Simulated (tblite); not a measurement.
Input of a run (GFN2-xTB geometry optimisation, gas phase (tblite 0.8.0)), started from a force field or distance geometry:
```
{"job": {"kind": "relax", "xc": "GFN2-xTB", "basis": "xTB"}, "charge": 0, "multiplicity": 1}
C      0.212100     2.693700    -0.022400
C     -0.849500     1.736400     0.421200
Si    -0.722400     0.039100    -0.271900
N     -1.767800    -1.112200     0.636500
C     -2.654200    -1.706200    -0.334200
C      0.953400    -0.656000    -0.288800
C      2.163100     0.021300    -0.206400
C      3.154500    -0.943400    -0.248400
C      2.496700    -2.141300    -0.361200
O      1.199400    -1.952800    -0.376600
H     -0.318800     3.690000    -0.145500
H      0.980800     2.845200     0.755800
H      0.571600     2.435500    -1.001300
H     -1.821100     2.152400     0.056600
H     -0.978700     1.750500     1.546600
H     -1.243700     0.109100    -1.656600
H     -2.265400    -0.624600     1.401700
H     -3.582800    -1.087300    -0.414200
H     -2.126500    -1.639900    -1.293900
H     -2.937700    -2.742900    -0.089200
H      2.347300     1.083400    -0.111000
H      4.237200    -0.802000    -0.212100
H      2.947800    -3.121100    -0.415400
```

Output (eV, eV/Å):
```
step      E/eV     max force
  0    -824.22151    2.414
  1    -824.53412    0.948
  2    -824.59870    0.782
  3    -824.67482    0.943
  4    -824.75220    0.801
  5    -824.80923    0.674
  6    -824.85579    0.522
  7    -824.88946    0.446
  8    -824.91986    0.424
  9    -824.94687    0.330
 10    -824.97003    0.323
 11    -824.98773    0.235
 12    -825.00110    0.264
 13    -825.01230    0.232
 14    -825.02213    0.250
 15    -825.03038    0.220
 16    -825.03674    0.163
 17    -825.04121    0.146
 18    -825.04449    0.138
 19    -825.04758    0.136
 20    -825.05064    0.150
 21    -825.05364    0.161
 22    -825.05657    0.134
 23    -825.05947    0.124
 24    -825.06211    0.101
 25    -825.06429    0.105
 26    -825.06594    0.101
 27    -825.06767    0.094
 28    -825.06978    0.108
 29    -825.07210    0.120
 30    -825.07452    0.117
 31    -825.07721    0.121
 32    -825.08038    0.121
 33    -825.08403    0.169
 34    -825.08766    0.159
 35    -825.09080    0.121
 36    -825.09363    0.141
 37    -825.09659    0.163
 38    -825.09996    0.206
 39    -825.10371    0.167
 40    -825.10758    0.177
 41    -825.10215    0.544
 42    -825.11395    0.197
 43    -825.11694    0.153
 44    -825.12651    0.173
 45    -825.12867    0.124
 46    -825.13141    0.097
 47    -825.13424    0.104
 48    -825.13598    0.105
 49    -825.13768    0.081
 50    -825.13874    0.062
 51    -825.13961    0.082
 52    -825.14064    0.084
 53    -825.14201    0.076
 54    -825.14345    0.093
 55    -825.14490    0.098
 56    -825.14649    0.137
 57    -825.14902    0.149
 58    -825.15193    0.113
 59    -825.15513    0.154
 60    -825.15733    0.148
 61    -825.16114    0.175
 62    -825.16676    0.164
 63    -825.17272    0.147
 64    -825.17754    0.140
 65    -825.18164    0.188
 66    -825.18270    0.283
 67    -825.19091    0.172
 68    -825.19644    0.183
 69    -825.20596    0.183
 70    -825.20947    0.140
 71    -825.21390    0.125
 72    -825.21735    0.099
 73    -825.21961    0.126
 74    -825.22132    0.070
 75    -825.22257    0.086
 76    -825.22337    0.138
 77    -825.22443    0.080
 78    -825.22544    0.064
 79    -825.22630    0.050
 80    -825.22676    0.047
 81    -825.22708    0.038
 82    -825.22739    0.035
 83    -825.22770    0.047
 84    -825.22802    0.050
 85    -825.22837    0.047
 86    -825.22876    0.049
 87    -825.22916    0.036
 88    -825.22947    0.031
 89    -825.22964    0.033
 90    -825.22977    0.033
 91    -825.22993    0.028
 92    -825.23018    0.035
 93    -825.23047    0.033
 94    -825.23073    0.034
 95    -825.23093    0.033
 96    -825.23111    0.030
 97    -825.23129    0.026
 98    -825.23147    0.034
 99    -825.23164    0.037
100    -825.23181    0.029
101    -825.23197    0.032
102    -825.23213    0.029
103    -825.23228    0.034
104    -825.23244    0.035
105    -825.23260    0.028
106    -825.23272    0.021
107    -825.23279    0.017
108    -825.23283    0.017
109    -825.23287    0.014
110    -825.23292    0.013
111    -825.23296    0.018
112    -825.23301    0.022
113    -825.23306    0.023
114    -825.23314    0.021
115    -825.23323    0.020
116    -825.23330    0.015
117    -825.23336    0.013
118    -825.23341    0.014
119    -825.23347    0.018
120    -825.23353    0.016
121    -825.23357    0.012
122    -825.23361    0.013
123    -825.23366    0.014
124    -825.23370    0.016
125    -825.23375    0.014
126    -825.23380    0.014
127    -825.23386    0.016
128    -825.23393    0.019
129    -825.23401    0.021
130    -825.23408    0.020
131    -825.23417    0.024
132    -825.23432    0.027
133    -825.23453    0.036
134    -825.23479    0.038
135    -825.23501    0.034
136    -825.23516    0.026
137    -825.23529    0.023
138    -825.23541    0.036
139    -825.23555    0.028
140    -825.23567    0.029
141    -825.23578    0.020
142    -825.23584    0.018
143    -825.23597    0.026
144    -825.23607    0.026
145    -825.23618    0.022
146    -825.23628    0.021
147    -825.23637    0.024
148    -825.23645    0.019
149    -825.23653    0.016
150    -825.23661    0.020
151    -825.23670    0.022
152    -825.23677    0.019
153    -825.23683    0.017
154    -825.23688    0.017
155    -825.23695    0.018
156    -825.23702    0.023
157    -825.23708    0.017
158    -825.23714    0.016
159    -825.23721    0.017
160    -825.23731    0.029
161    -825.23747    0.036
162    -825.23766    0.031
163    -825.23787    0.037
164    -825.23803    0.031
165    -825.23817    0.030
166    -825.23824    0.020
167    -825.23831    0.017
168    -825.23834    0.015
169    -825.23838    0.017
170    -825.23841    0.012
171    -825.23843    0.008
```

**Question.** Summarise the run.

**Answer.** The energy falls by 1.017 eV over 171 L-BFGS steps, the largest force on an atom goes from 2.41 to 0.008 eV/Å, and the atoms move by 0.682 Å rms after alignment. The bond that changes most is Si3–N4 (SiH silicon to silicon-bound nitrogen), which shortens by 0.081 Å. Bonds longer at the end by more than 0.005 Å: 7 of 23; shorter: 15. Among the angles that change most is Si3–N4–C5, from 106.3° to 122.6°. Among the dihedrals that turn most is Si3–N4–C5–H18, from -90° to -157°. The energy rose by more than 1e-5 eV at step 41. The first step brought 31 % of the lowering.

**Question.** What are the final bond lengths?

**Answer.** C1–C2 1.522 Å, C2–Si3 1.900 Å, Si3–N4 1.720 Å, N4–C5 1.444 Å, Si3–C6 1.889 Å, C6–C7 1.371 Å, C7–C8 1.412 Å, C8–C9 1.361 Å, C9–O10 1.339 Å, C6–O10 1.358 Å, C1–H11 1.089 Å, C1–H12 1.087 Å, C1–H13 1.087 Å, C2–H14 1.090 Å, C2–H15 1.091 Å, Si3–H16 1.472 Å, N4–H17 1.009 Å, C5–H18 1.091 Å, C5–H19 1.087 Å, C5–H20 1.095 Å, C7–H21 1.071 Å, C8–H22 1.071 Å, C9–H23 1.073 Å. Numbering counts from 1 in the input's order; the species is `CC[Si@H](NC)c1ccco1`.

Time: 1.8 s wall. Hardware: one thread of an Arm Neoverse V1, shared host with 32 logical CPUs at a one-minute load of 28.

Its lowest GFN2-xTB frequency is 20i cm⁻¹, too small to tell a flat minimum from a shallow saddle. The numbers are those of one conformer. 3 starts were optimised and ended at 0.00, 0.09 and 0.10 kcal/mol (GFN2-xTB); the lowest of these is shown.

All values are computed, not measured.
